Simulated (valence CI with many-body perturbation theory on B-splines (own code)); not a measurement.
The numbers below are computed, except where a source is named.
Tb LIII: magnetic and hyperfine properties of the levels

Method: relativistic CI+MBPT: three valence electrons over a frozen Dirac-Fock core [Ne], radial functions for each j: 11 s, 11 p, 10 d, 8 f, 5 g, 2 h, with the one-electron correlation potential Σ1 (screened to all orders), the two-electron term Σ2, the three-electron term Σ3, Breit, model QED; selected single and double excitations, second order for the rest, scaled by the run's own slope (own B-spline code, finite nucleus).

No measured spectrum was set against this ion. As an estimate, large intervals hold to a few tenths of a per cent, small ones and those within an open d or f shell to about a per cent.

A/g_I is the dipole constant over the nuclear g factor μ/I (μ in nuclear magnetons, uniformly magnetised nucleus), B/Q the quadrupole constant per barn. Both hold the static response of the core; the bare values leave it out. Large factors of s and p1/2 electrons are usually good to 5 to 10 %; those of open d and f shells near neutrality can be off by tens of per cent, and small factors of p3/2, d and f electrons come from cancelling terms and can be off by a factor of two or in sign, in half-filled shells by more. B is blank for J = 1/2, where it vanishes, and for nearly pure S terms. Energies count from the lowest level.

Levels are named by their leading jj configuration (3d3/2^4 stands for four electrons in 3d with j = 3/2), which in mixed levels can hold well under half, so a name can repeat and another be missing. Letters in brackets count levels of one name in rising energy.

```
                     Level  E (Ry)      g  A/g_I (MHz)  A/g_I bare  B/Q (MHz/b)  B/Q bare
        (3s^2 3p1/2) J=1/2   0.000  0.652      1040000     1020000                       
        (3s 3p1/2^2) J=1/2   9.995  2.172      3150000     3080000                       
        (3s^2 3p3/2) J=3/2  14.463  1.324       141000      141000       272000    268000
(3s 3p1/2 3p3/2) J=3/2 [a]  22.652  1.644       757000      744000       220000    217000
    (3s 3p1/2 3p3/2) J=5/2  23.751  1.349       916000      898000       198000    195000
(3s 3p1/2 3p3/2) J=3/2 [b]  25.136  0.958        68400       69800       157000    155000
    (3s 3p1/2 3p3/2) J=1/2  25.764  1.235     -1090000    -1060000                       
        (3s^2 3d3/2) J=3/2  28.973  0.829        39500       42100        53800     54900
        (3s^2 3d5/2) J=5/2  31.720  1.210        67000       68300        41100     43000
     (3p1/2^2 3p3/2) J=3/2  35.073  1.182        93100       95400       209000    206000
(3s 3p1/2 3d3/2) J=3/2 [a]  36.080  0.601      -207000     -200000        83900     84000
    (3s 3p1/2 3d3/2) J=5/2  36.884  1.033       860000      843000         9800     11700
        (3s 3p3/2^2) J=5/2  38.013  1.411       746000      732000        93400     92000
    (3s 3p1/2 3d3/2) J=1/2  38.511  0.382     -1280000    -1240000                       
(3s 3p1/2 3d3/2) J=3/2 [b]  38.794  1.302       759000      745000        42600     42500
(3s 3p1/2 3d5/2) J=5/2 [a]  40.226  1.351       304000      301000        49800     51400
        (3s 3p3/2^2) J=1/2  40.255  1.897      3230000     3160000                       
        (3s 3p3/2^2) J=3/2  40.681  1.196      -470000     -454000       -57100    -56200
    (3s 3p1/2 3d5/2) J=7/2  41.005  1.245       620000      609000         2880      5460
(3s 3p1/2 3d5/2) J=5/2 [b]  41.687  1.044        24600       27100        64500     65600
    (3s 3p1/2 3d5/2) J=3/2  42.027  1.119      -626000     -608000        19500     20800
     (3p1/2^2 3d3/2) J=3/2  48.256  0.769        77900       77900        43800     45300
     (3p1/2 3p3/2^2) J=5/2  49.163  1.158       391000      386000        39900     39500
     (3p1/2 3p3/2^2) J=3/2  49.452  1.397       -13000       -6580        26500     26100
     (3p1/2 3p3/2^2) J=1/2  50.418  0.685      1140000     1110000                       
(3s 3p3/2 3d3/2) J=3/2 [a]  51.431  1.310       423000      418000        -8290     -9430
(3s 3p3/2 3d3/2) J=1/2 [a]  51.527  2.245      1410000     1390000                       
(3s 3p3/2 3d3/2) J=5/2 [a]  51.573  1.246       386000      381000        89500     87700
    (3s 3p3/2 3d3/2) J=7/2  51.811  1.257       531000      522000       255000    252000
     (3p1/2^2 3d5/2) J=5/2  52.375  1.194        24900       28700        37400     39500
(3s 3p3/2 3d3/2) J=3/2 [b]  53.422  0.988        71800       73400      -147000   -145000
    (3s 3p3/2 3d5/2) J=9/2  53.441  1.324       421000      415000       333000    331000
(3s 3p3/2 3d3/2) J=5/2 [b]  54.441  0.971      -105000      -98700       179000    178000
(3s 3p3/2 3d3/2) J=1/2 [b]  54.720  0.608       477000      468000                       
(3s 3p3/2 3d5/2) J=5/2 [a]  54.913  1.317       617000      606000      -139000   -137000
(3s 3p3/2 3d5/2) J=7/2 [a]  55.553  1.214       233000      231000       220000    219000
(3s 3p3/2 3d5/2) J=3/2 [a]  55.674  1.161      -220000     -211000      -141000   -139000
(3s 3p3/2 3d5/2) J=7/2 [b]  56.680  1.197        30000       32800       173000    173000
    (3s 3p3/2 3d5/2) J=1/2  57.342  0.695      -846000     -824000                       
(3s 3p3/2 3d5/2) J=3/2 [b]  57.955  1.302       747000      732000        84700     84700
```

Q: Take the isotope of mass number 157, with I = 3/2, μ = 2.03 μN and Q = 1.4 b. What is the hyperfine structure of (3s 3p1/2 3p3/2) J=3/2 [a]?

A: From the table A = 1020000 MHz, B = 308000 MHz. Shifts from the centre of gravity in MHz: F = 0: -3440000, F = 1: -2730000, F = 2: -996000, F = 3: 2370000.
